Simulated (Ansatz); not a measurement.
A CCSD(T) single point on `CC(O)O[SiH3]`.

```yaml
crystal:
  periodic: [false, false, false]
  atoms:
    - {symbol: C, position_ang: [-0.444034, -1.403086, 0.738124]}
    - {symbol: C, position_ang: [-0.195749, 0.081952, 0.789809]}
    - {symbol: O, position_ang: [-1.077966, 0.629118, 1.712108]}
    - {symbol: O, position_ang: [-0.424434, 0.686270, -0.467378]}
    - {symbol: Si, position_ang: [0.701518, 0.813049, -1.659247]}
    - {symbol: H, position_ang: [-1.474230, -1.583163, 0.427218]}
    - {symbol: H, position_ang: [-0.286400, -1.843343, 1.723535]}
    - {symbol: H, position_ang: [0.232601, -1.879678, 0.026779]}
    - {symbol: H, position_ang: [0.847007, 0.291154, 1.086521]}
    - {symbol: H, position_ang: [-0.967565, 1.584437, 1.699789]}
    - {symbol: H, position_ang: [1.973291, 1.358125, -1.105139]}
    - {symbol: H, position_ang: [0.999345, -0.503800, -2.285755]}
    - {symbol: H, position_ang: [0.137114, 1.733966, -2.671563]}
basis:
  gaussian: {orbitals: def2-TZVPP}
correlation: {method: ccsd_t}
```

```sh
$ ansatz run in.yaml --threads 4 --pin off --events-out ev --progress --plain --max-ram 10444MiB
```

The program prints (abridged):

```
Functional definition: HF
  name "HF"
  cite "Fock, Z. Phys. 61, 126 (1930) doi:10.1007/BF01340294"
  parent pbe
  exchange = exact_x
  correlation = 0
1646 factors; integrals over basis functions are off by at most 1.0e-3 eV
mean field evaluation 1: about -14123.1810 eV, gradient 4.6e1 eV
mean field evaluation 2: about -14123.4913 eV, gradient 4.6e1 eV
mean field evaluation 4: about -14128.0213 eV, gradient 4.6e0 eV
mean field evaluation 8: about -14128.0939 eV, gradient 2.9e-1 eV
mean field -14128.09421414 eV, -519.1978860036 hartree, gradient 1.8e-6 eV, S^2 0.000000; 0 other end points of the search recorded, 0 dependent functions left out
9 core orbitals not correlated: weight in the atoms' cores, before any rotation towards them, 1.000 or more for the frozen orbitals, at most 0.000 for the correlated occupied ones
reference -14128.09421414 eV, -519.1978860036 hartree; 16, 16 occupied and 253, 253 virtual orbitals, 1646 factors
second order -25.86136805 eV of doubles, -0.00000000 eV of singles
cycle   1  -26.29677790 eV  change   -4.4e-1 eV  update   1.1e-1
cycle   2  -26.93977829 eV  change   -6.4e-1 eV  update   3.1e-2
cycle   3  -27.07932784 eV  change   -1.4e-1 eV  update   1.5e-2
cycle   4  -27.06615746 eV  change    1.3e-2 eV  update   3.3e-3
cycle   5  -27.06547568 eV  change    6.8e-4 eV  update   1.6e-3
cycle   6  -27.06626764 eV  change   -7.9e-4 eV  update   4.7e-4
cycle   7  -27.06606586 eV  change    2.0e-4 eV  update   1.9e-4
cycle   8  -27.06598000 eV  change    8.6e-5 eV  update   6.1e-5
cycle   9  -27.06599332 eV  change   -1.3e-5 eV  update   2.3e-5
perturbative correction -0.98228337 eV, -0.0360982479 hartree
Total energy: -14156.14249083 eV, -520.2286411601 hartree
```

Hardware: 4 threads of an Arm Neoverse V2 on a shared host. Wall time 3.7 min, peak host memory 8 GiB.

The correlation energy is -28.048 eV, 3.5 % of it from (T); the T1 diagnostic reads 0.0112.
